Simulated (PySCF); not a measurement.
**SrLi: energy against distance**

Set-up: basis Sr def2-SVP with ECP28, Li def2-SVP; scalar-relativistic core potentials; PySCF 2.14. Energies in eV from Sr + Li in their ground configurations at the same level. State: ²Σ⁺ (doublet), unpaired electrons σ ↑.

All columns are r²SCAN. A positive dipole means Sr(−)Li(+).

| R (Å) | E (eV) | μ (D) | Mulliken charge on Sr (basis-dependent) | HOMO (eV) | LUMO (eV) | Mayer bond order | ⟨S²⟩ |
| --- | --- | --- | --- | --- | --- | --- | --- |
| 3.136 | -0.252 | 0.28 | -0.03 | -2.74 | -1.73 | 0.60 | 0.78 |
| 3.282 | -0.338 | 0.32 | -0.03 | -2.77 | -1.72 | 0.59 | 0.78 |
| 3.428 | -0.387 | 0.35 | -0.03 | -2.80 | -1.76 | 0.56 | 0.78 |
| 3.538 | -0.405 | 0.37 | -0.03 | -2.83 | -1.78 | 0.55 | 0.78 |
| 3.647 | -0.411 | 0.38 | -0.04 | -2.85 | -1.80 | 0.53 | 0.78 |
| 3.756 | -0.408 | 0.40 | -0.04 | -2.88 | -1.83 | 0.50 | 0.78 |
| 3.902 | -0.394 | 0.41 | -0.05 | -2.91 | -1.85 | 0.47 | 0.78 |
| 4.085 | -0.366 | 0.43 | -0.06 | -2.95 | -1.88 | 0.44 | 0.78 |
| 4.303 | -0.325 | 0.44 | -0.06 | -3.00 | -1.91 | 0.39 | 0.78 |
| 4.595 | -0.266 | 0.42 | -0.05 | -3.05 | -1.93 | 0.32 | 0.78 |

A fit through these points gives, at Re = 3.664 Å, μ = 0.39 D and dμ/dR = 0.141 D/Å; the reduced mass is 6.497 u.

How strong is the fundamental in the double-harmonic approximation, I = 42.26·(dμ/dR)²/μred km/mol?

I = 42.26·(0.141)²/6.497 = 0.129 km/mol at r²SCAN.

Spin–orbit coupling is left out. The state was picked by a PBE0 search and need not be the measured ground state.
